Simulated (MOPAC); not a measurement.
Input for MOPAC: AM1 on AsH7OSi (a complex).

```
AM1 1SCF PRECISE CHARGE=0 THREADS=1
AsH7OSi

As    -0.09349047 1     0.05961392 1     0.40917591 1
H     -0.22659116 1     0.08116487 1    -1.11311202 1
H     -0.25723942 1    -1.45187726 1     0.46913624 1
H      1.42486738 1    -0.04103526 1     0.33434219 1
O      0.81136128 1    -0.82511602 1     3.41745920 1
Si    -0.19718968 1     0.16688565 1     4.27961510 1
H      1.75477626 1    -0.77661988 1     3.58886263 1
H     -0.06098920 1    -0.07536392 1     5.73777338 1
H     -1.56358698 1    -0.16711653 1     3.83713778 1
H      0.09052360 1     1.59791162 1     4.01990515 1
```

Output:

```
*******************************************************************************
 **                                                                           **
 **                              MOPAC v23.2.5                                **
 **                                                                           **
 *******************************************************************************
 ** MOPAC's Digital Object Identifier: https://doi.org/10.5281/zenodo.6511958 **
 **                                                                           **
 ** Please cite the open-source release paper for use of this MOPAC version:  **
 ** J. E. Moussa and J. J. P. Stewart (2026)                                  **
 ** MOPAC: An open-source semiempirical molecular orbital program             **
 ** J. Open Source Softw., 11(119), 8025, https://doi.org/10.21105/joss.08025 **
 *******************************************************************************

                              AM1 CALCULATION RESULTS

 *******************************************************************************
 *  AM1        - The AM1 Hamiltonian to be used
 *
 *
 *
 *                 CHARGE ON SYSTEM = 0
 *
 *
 *
 *  PRECISE    - TIGHTER CRITERIA TO BE USED
 *  1SCF       - DO 1 SCF AND THEN STOP
 *  THREADS=1  - MULTI-THREADING NOT USED
 *  T=         - A TIME OF 172800.0 SECONDS REQUESTED
 *  DUMP=N     - RESTART FILE WRITTEN EVERY 7200.0 SECONDS REQUESTED
 *******************************************************************************
AM1 1SCF PRECISE CHARGE=0 THREADS=1
 AsH7OSi

   ATOM   CHEMICAL          X               Y               Z
  NUMBER   SYMBOL      (ANGSTROMS)     (ANGSTROMS)     (ANGSTROMS)

     1      As         -0.09349047  *   0.05961392  *   0.40917591  *
     2       H         -0.22659116  *   0.08116487  *  -1.11311202  *
     3       H         -0.25723942  *  -1.45187726  *   0.46913624  *
     4       H          1.42486738  *  -0.04103526  *   0.33434219  *
     5       O          0.81136128  *  -0.82511602  *   3.41745920  *
     6      Si         -0.19718968  *   0.16688565  *   4.27961510  *
     7       H          1.75477626  *  -0.77661988  *   3.58886263  *
     8       H         -0.06098920  *  -0.07536392  *   5.73777338  *
     9       H         -1.56358698  *  -0.16711653  *   3.83713778  *
    10       H          0.09052360  *   1.59791162  *   4.01990515  *



          CARTESIAN COORDINATES

    NO.       ATOM           X           Y           Z

     1        As         -0.0935      0.0596      0.4092
     2         H         -0.2266      0.0812     -1.1131
     3         H         -0.2572     -1.4519      0.4691
     4         H          1.4249     -0.0410      0.3343
     5         O          0.8114     -0.8251      3.4175
     6        Si         -0.1972      0.1669      4.2796
     7         H          1.7548     -0.7766      3.5889
     8         H         -0.0610     -0.0754      5.7378
     9         H         -1.5636     -0.1671      3.8371
    10         H          0.0905      1.5979      4.0199

  H: (AM1): M.J.S. DEWAR ET AL, J. AM. CHEM. SOC. 107 3902-3909 (1985)
  O: (AM1): M.J.S. DEWAR ET AL, J. AM. CHEM. SOC. 107 3902-3909 (1985)
 Si: (AM1): M.J.S.DEWAR, C. JIE, ORGANOMETALLICS, 6, 1486-1490 (1987).
 As: (AM1): J. J. P. STEWART, J. MOL. MOD., 10, 155-164 (2004)

           Empirical Formula: H7 O As Si  =    10 atoms



      MOLECULAR POINT GROUP   :   C1


      RHF CALCULATION, NO. OF DOUBLY OCCUPIED LEVELS = 11


 -------------------------------------------------------------------------------
 AM1 1SCF PRECISE CHARGE=0 THREADS=1
 AsH7OSi



     1SCF WAS SPECIFIED, SO BFGS WAS NOT USED
     SCF FIELD WAS ACHIEVED


                              AM1 CALCULATION
                                                       MOPAC v23.2.5 Linux




          FINAL HEAT OF FORMATION =        -55.96282 KCAL/MOL =    -234.14845 KJ/MOL


          COSMO AREA              =        136.36 SQUARE ANGSTROMS
          COSMO VOLUME            =        126.70 CUBIC ANGSTROMS

          IONIZATION POTENTIAL    =         10.348516 EV
          HOMO LUMO ENERGIES (EV) =        -10.349  1.224
          NO. OF FILLED LEVELS    =         11
          MOLECULAR WEIGHT        =        126.0618         POINT GROUP:  C1

          MOLECULAR DIMENSIONS (Angstroms)

            Atom       Atom       Distance
            H     8    H     2     6.85467
            H     9    H     7     3.37949
            H    10    H     3     3.12580


          SCF CALCULATIONS        =          1





   ATOM   CHEMICAL          X               Y               Z
  NUMBER   SYMBOL      (ANGSTROMS)     (ANGSTROMS)     (ANGSTROMS)

     1      As         -0.09349047  *   0.05961392  *   0.40917591  *
     2       H         -0.22659116  *   0.08116487  *  -1.11311202  *
     3       H         -0.25723942  *  -1.45187726  *   0.46913624  *
     4       H          1.42486738  *  -0.04103526  *   0.33434219  *
     5       O          0.81136128  *  -0.82511602  *   3.41745920  *
     6      Si         -0.19718968  *   0.16688565  *   4.27961510  *
     7       H          1.75477626  *  -0.77661988  *   3.58886263  *
     8       H         -0.06098920  *  -0.07536392  *   5.73777338  *
     9       H         -1.56358698  *  -0.16711653  *   3.83713778  *
    10       H          0.09052360  *   1.59791162  *   4.01990515  *

                             CARTESIAN COORDINATES

   1   As       -0.093490470     0.059613920     0.409175910
   2    H       -0.226591160     0.081164870    -1.113112020
   3    H       -0.257239420    -1.451877260     0.469136240
   4    H        1.424867380    -0.041035260     0.334342190
   5    O        0.811361280    -0.825116020     3.417459200
   6   Si       -0.197189680     0.166885650     4.279615100
   7    H        1.754776260    -0.776619880     3.588862630
   8    H       -0.060989200    -0.075363920     5.737773380
   9    H       -1.563586980    -0.167116530     3.837137780
  10    H        0.090523600     1.597911620     4.019905150


           Empirical Formula: H7 O As Si  =    10 atoms



      MOLECULAR POINT GROUP   :   C1


                  EIGENVALUES
 -36.26233 -19.56865 -18.68130 -15.85768 -14.34908 -13.57236 -12.13609 -12.04090
 -11.65095 -11.07413 -10.34852   1.22351   1.60848   1.70194   1.81148   1.87789
   1.91670   2.05514   5.63181


              NET ATOMIC CHARGES AND DIPOLE CONTRIBUTIONS

  ATOM NO.   TYPE          CHARGE      No. of ELECS.   s-Pop       p-Pop
    1         As           0.384985        4.6150     1.84513     2.76988
    2          H          -0.138935        1.1389     1.13893
    3          H          -0.116531        1.1165     1.11653
    4          H          -0.130132        1.1301     1.13013
    5          O          -0.617310        6.6173     1.83580     4.78151
    6         Si           1.051629        2.9484     0.82748     2.12089
    7          H           0.237984        0.7620     0.76202
    8          H          -0.244092        1.2441     1.24409
    9          H          -0.188289        1.1883     1.18829
   10          H          -0.239309        1.2393     1.23931
 DIPOLE           X         Y         Z       TOTAL
 POINT-CHG.    -0.783     1.699     1.796     2.593
 HYBRID         1.892    -1.543    -1.328     2.779
 SUM            1.109     0.156     0.468     1.214


          ATOMIC ORBITAL ELECTRON POPULATIONS

     Atom    s        px        py        pz
    1 As   1.84513   0.90713   0.94621   0.91654
    2  H   1.13893
    3  H   1.11653
    4  H   1.13013
    5  O   1.83580   1.25362   1.76153   1.76636
    6 Si   0.82748   0.72072   0.69209   0.70808
    7  H   0.76202
    8  H   1.24409
    9  H   1.18829
   10  H   1.23931

 **********************
 *                    *
 * JOB ENDED NORMALLY *
 *                    *
 **********************




 == MOPAC DONE ==
```

The run finished.

Cost: about 0.020 core-seconds (a rough figure).
